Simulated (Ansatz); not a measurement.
A CCSD(T) single point on CH3FGe, SMILES `[CH3][Ge][F]`.

```yaml
crystal:
  periodic: [false, false, false]
  atoms:
    - {symbol: C, position_ang: [-0.297305, 0.450260, -0.197845]}
    - {symbol: Ge, position_ang: [1.362668, -0.249004, 0.627624]}
    - {symbol: F, position_ang: [0.852022, -1.939409, 0.592026]}
    - {symbol: H, position_ang: [-0.282741, 1.534173, -0.326265]}
    - {symbol: H, position_ang: [-1.150401, 0.170359, 0.429403]}
    - {symbol: H, position_ang: [-0.442144, -0.030379, -1.171042]}
basis:
  gaussian: {orbitals: def2-TZVPP}
correlation: {method: ccsd_t}
output: {orbitals: {seedname: orbitals}}
```

```sh
$ ansatz run in.yaml --threads 2 --pin off --events-out ev --progress --plain
```

The program prints (abridged):

```
Functional definition: HF
941 factors; integrals over basis functions are off by at most 1.1e-3 eV
mean field evaluation 1: about -60256.3649 eV, gradient 3.9e1 eV
mean field evaluation 2: about -60256.4444 eV, gradient 3.9e1 eV
mean field evaluation 4: about -60259.6292 eV, gradient 3.5e0 eV
mean field evaluation 8: about -60259.6906 eV, gradient 3.2e-1 eV
mean field -60259.69122524 eV, -2214.5028070417 hartree, gradient 5.5e-6 eV, S^2 0.000000; 0 other end points of the search recorded, 0 dependent functions left out; unrestricted orbitals would lower it
11 core orbitals not correlated: weight in the atoms' cores, before any rotation towards them, 1.000 or more for the frozen orbitals, at most 0.000 for the correlated occupied ones
reference -60259.69122524 eV, -2214.5028070417 hartree; 14, 14 occupied and 127, 127 virtual orbitals, 941 factors
second order -17.96862711 eV of doubles, -0.00000000 eV of singles
cycle   1  -17.80664610 eV  change    1.6e-1 eV  update   1.1e-1
cycle   2  -18.28171591 eV  change   -4.8e-1 eV  update   3.5e-2
cycle   3  -18.39923772 eV  change   -1.2e-1 eV  update   2.0e-2
cycle   4  -18.38651107 eV  change    1.3e-2 eV  update   5.1e-3
cycle   5  -18.38314836 eV  change    3.4e-3 eV  update   2.3e-3
cycle   6  -18.38419880 eV  change   -1.1e-3 eV  update   7.5e-4
cycle   7  -18.38402243 eV  change    1.8e-4 eV  update   3.3e-4
cycle   8  -18.38388695 eV  change    1.4e-4 eV  update   1.1e-4
cycle   9  -18.38394088 eV  change   -5.4e-5 eV  update   4.1e-5
cycle  10  -18.38395248 eV  change   -1.2e-5 eV  update   1.4e-5
perturbative correction -0.65071945 eV, -0.0239134987 hartree
Total energy: -60278.72589717 eV, -2215.2023183329 hartree
```

Hardware: 2 threads of a server CPU on a shared host. Wall time 19 s, peak host memory 1.1 GiB.

The correlation energy is -19.035 eV, 3.4 % of it from (T); the T1 diagnostic reads 0.0134.
